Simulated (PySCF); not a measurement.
Cl2OTa (SMILES [O]=[Ta]([Cl])[Cl]), doublet, geometry from GFN2-xTB (such geometries of metal compounds can be far from the true shape) (the multiplicity is a formal guess) (core potentials on Ta).

The PySCF input:
```python
from pyscf import gto, scf, dft

mol = gto.M(
    atom='''
Ta   -0.16574154   -0.14786871   -0.03004615
O    -1.42197494   -1.26863555   -0.25778010
Cl   -0.33742720    1.93896960   -0.71580246
Cl    1.71830554   -0.70699898    0.96613244
''',
    basis='def2-svp',
    ecp={'Ta': 'def2-svp'},
    spin=1,
    verbose=4,
)

mf = dft.UKS(mol)
mf.xc = 'lda,vwn'
mf.kernel()
```

**Question.** What does this run give for the number of basis functions, <S^2>, HOMO energy, total energy, Mulliken (on the basis functions themselves) charges in atom order?

**Answer.** 
The number of basis functions comes out as 82, the <S^2> is 0.754 and the HOMO energy is -5.75 eV. The total energy is -28540.8480 eV. The Mulliken (on the basis functions themselves) charges in atom order is Ta1 0.46, O2 -0.22, Cl3 -0.12, Cl4 -0.12.

These values belong to the state on which the SCF converged, which isn't shown to be the lowest.
